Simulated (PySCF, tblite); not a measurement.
Compound: C3H12Si2.
SMILES with atom numbers: `[CH3:1][SiH2:2][CH2:3][CH2:4][SiH3:5]` (hydrogens: H6, H7, H8 on C1; H9, H10 on Si2; H11, H12 on C3; H13, H14 on C4; H15, H16, H17 on Si5)

Computed with GFN2-xTB (tblite), gas phase: nudged elastic band of 9 images (0 to 8), spring 0.2 eV/Å², climbing image at the end, force threshold 0.05 eV/Å. No saddle search or frequency run followed, so the top image need not be a first-order saddle, and its height can exceed the method's true barrier by a kcal/mol or more.

Path: rotation about Si2–C3 (SiH2 silicon, sp3 carbon bound to silicon), followed by the dihedral C1–Si2–C3–C4.

Image 0 (start, dihedral 179°):
```
atom  x, y, z in Å
C1     -2.990    0.367   -0.146
Si2    -1.508   -0.617    0.514
C3      0.108    0.220   -0.045
C4      1.358   -0.504    0.457
Si5     2.967    0.347   -0.089
H6     -3.925   -0.083    0.173
H7     -2.997    0.399   -1.232
H8     -2.981    1.392    0.213
H9     -1.553   -0.660    1.983
H10    -1.556   -1.992   -0.003
H11     0.130    1.254    0.309
H12     0.141    0.273   -1.136
H13     1.342   -1.534    0.095
H14     1.320   -0.567    1.546
H15     3.037    0.360   -1.553
H16     2.976    1.728    0.400
H17     4.123   -0.370    0.452
```

Image 8 (end, +0.011 eV, dihedral -61°):
```
atom  x, y, z in Å
C1     -2.498   -0.377   -0.566
Si2    -1.608   -0.020    1.073
C3      0.159    0.606    0.732
C4      1.021   -0.404   -0.028
Si5     2.785    0.228   -0.351
H6     -3.518   -0.707   -0.391
H7     -1.998   -1.156   -1.134
H8     -2.544    0.508   -1.195
H9     -2.346    1.004    1.826
H10    -1.537   -1.253    1.870
H11     0.645    0.847    1.679
H12     0.120    1.540    0.167
H13     0.541   -0.645   -0.978
H14     1.061   -1.337    0.539
H15     2.722    1.443   -1.167
H16     3.437    0.537    0.924
H17     3.550   -0.800   -1.061
```

**Question.** What do the inner images look like?

**Answer.** 
Image 1: +0.008 eV, dihedral -165°
```
atom  x, y, z in Å
C1     -2.980    0.299   -0.234
Si2    -1.514   -0.550    0.619
C3      0.103    0.287    0.057
C4      1.351   -0.528    0.396
Si5     2.965    0.334   -0.120
H6     -3.921   -0.138    0.087
H7     -2.920    0.194   -1.314
H8     -3.015    1.360   -0.003
H9     -1.634   -0.435    2.081
H10    -1.490   -1.973    0.250
H11     0.186    1.272    0.521
H12     0.080    0.463   -1.021
H13     1.286   -1.502   -0.094
H14     1.371   -0.730    1.468
H15     2.989    0.508   -1.575
H16     3.044    1.650    0.519
H17     4.093   -0.499    0.302
```

Image 2: +0.026 eV, dihedral -150°
```
atom  x, y, z in Å
C1     -2.952    0.221   -0.318
Si2    -1.521   -0.477    0.713
C3      0.107    0.352    0.164
C4      1.333   -0.543    0.345
Si5     2.955    0.313   -0.155
H6     -3.899   -0.212   -0.012
H7     -2.816    0.003   -1.374
H8     -3.033    1.299   -0.208
H9     -1.743   -0.215    2.144
H10    -1.434   -1.931    0.502
H11     0.256    1.274    0.732
H12     0.043    0.652   -0.884
H13     1.203   -1.450   -0.248
H14     1.395   -0.868    1.385
H15     2.914    0.655   -1.580
H16     3.120    1.543    0.624
H17     4.066   -0.604    0.109
```

Image 3: +0.045 eV, dihedral -135°
```
atom  x, y, z in Å
C1     -2.906    0.135   -0.392
Si2    -1.532   -0.403    0.800
C3      0.113    0.413    0.271
C4      1.303   -0.548    0.288
Si5     2.937    0.294   -0.191
H6     -3.862   -0.291   -0.105
H7     -2.692   -0.189   -1.408
H8     -3.018    1.216   -0.405
H9     -1.860    0.004    2.175
H10    -1.399   -1.867    0.757
H11     0.333    1.254    0.932
H12     0.018    0.835   -0.732
H13     1.104   -1.376   -0.396
H14     1.397   -0.991    1.282
H15     2.847    0.802   -1.564
H16     3.193    1.419    0.714
H17     4.015   -0.691   -0.088
```

Image 4 (top): +0.055 eV, dihedral -120°
```
atom  x, y, z in Å
C1     -2.842    0.043   -0.456
Si2    -1.544   -0.328    0.879
C3      0.121    0.466    0.376
C4      1.260   -0.544    0.227
Si5     2.912    0.278   -0.227
H6     -3.808   -0.373   -0.189
H7     -2.553   -0.382   -1.414
H8     -2.972    1.113   -0.592
H9     -1.978    0.220    2.173
H10    -1.383   -1.784    1.010
H11     0.410    1.211    1.119
H12     0.007    1.007   -0.567
H13     0.994   -1.279   -0.535
H14     1.375   -1.099    1.160
H15     2.790    0.946   -1.527
H16     3.259    1.277    0.787
H17     3.945   -0.758   -0.286
```

Image 5: +0.051 eV, dihedral -105°
```
atom  x, y, z in Å
C1     -2.764   -0.055   -0.506
Si2    -1.559   -0.253    0.947
C3      0.129    0.511    0.475
C4      1.208   -0.528    0.164
Si5     2.881    0.264   -0.263
H6     -3.742   -0.457   -0.261
H7     -2.405   -0.575   -1.391
H8     -2.897    0.992   -0.766
H9     -2.089    0.432    2.136
H10    -1.390   -1.681    1.253
H11     0.484    1.147    1.288
H12     0.011    1.166   -0.391
H13     0.876   -1.159   -0.664
H14     1.329   -1.190    1.024
H15     2.746    1.085   -1.470
H16     3.316    1.119    0.846
H17     3.857   -0.805   -0.483
```

Image 6: +0.036 eV, dihedral -91°
```
atom  x, y, z in Å
C1     -2.676   -0.156   -0.541
Si2    -1.575   -0.177    1.004
C3      0.137    0.548    0.568
C4      1.148   -0.501    0.099
Si5     2.848    0.252   -0.295
H6     -3.668   -0.540   -0.321
H7     -2.256   -0.767   -1.336
H8     -2.795    0.854   -0.926
H9     -2.187    0.635    2.067
H10    -1.419   -1.560    1.481
H11     0.548    1.064    1.438
H12     0.028    1.307   -0.211
H13     0.758   -1.015   -0.782
H14     1.261   -1.263    0.874
H15     2.718    1.217   -1.392
H16     3.364    0.946    0.888
H17     3.757   -0.830   -0.677
```

Image 7: +0.020 eV, dihedral -76°
```
atom  x, y, z in Å
C1     -2.584   -0.261   -0.561
Si2    -1.592   -0.101    1.049
C3      0.146    0.577    0.652
C4      1.084   -0.462    0.034
Si5     2.813    0.242   -0.325
H6     -3.590   -0.622   -0.367
H7     -2.112   -0.959   -1.249
H8     -2.672    0.697   -1.067
H9     -2.269    0.827    1.966
H10    -1.472   -1.419    1.691
H11     0.603    0.963    1.565
H12     0.061    1.428   -0.028
H13     0.646   -0.848   -0.889
H14     1.175   -1.315    0.711
H15     2.708    1.339   -1.293
H16     3.400    0.758    0.915
H17     3.649   -0.832   -0.866
```

The largest changes of bonds and angles from start to top: Si2–C3 1.904 → 1.912 Å, C4–Si5–H17 110.0 → 108.5°, Si2–C3–C4 112.9 → 113.6°, H16–Si5–H17 109.5 → 110.1°. GFN2-xTB torsional profiles can miss by a kcal/mol or more and can put conformers in the wrong order.

**Question.** What do single points at PBE0/pcSseg-1 (PySCF, no dispersion term) give on some images?

**Answer.** 
```
image  GFN2-xTB E (eV)  DFT E (eV)  HOMO (eV)  LUMO (eV)  dipole (D)
    0            0.000       0.000      -7.77       0.69        0.59
    2            0.026       0.038      -7.75       0.68        0.59
    4            0.055       0.077      -7.75       0.70        0.58
    6            0.036       0.041      -7.76       0.72        0.55
    8            0.011      -0.002      -7.81       0.72        0.55
```

Energies count from image 0 at each level. At the GFN2-xTB top the DFT energy is 1.8 kcal/mol against 1.3; the geometries weren't optimised at the DFT level.

What follows is the cost of the whole band run. Cost: about 8 s of CPU time on one thread; the machine was shared, so the figure is rough.
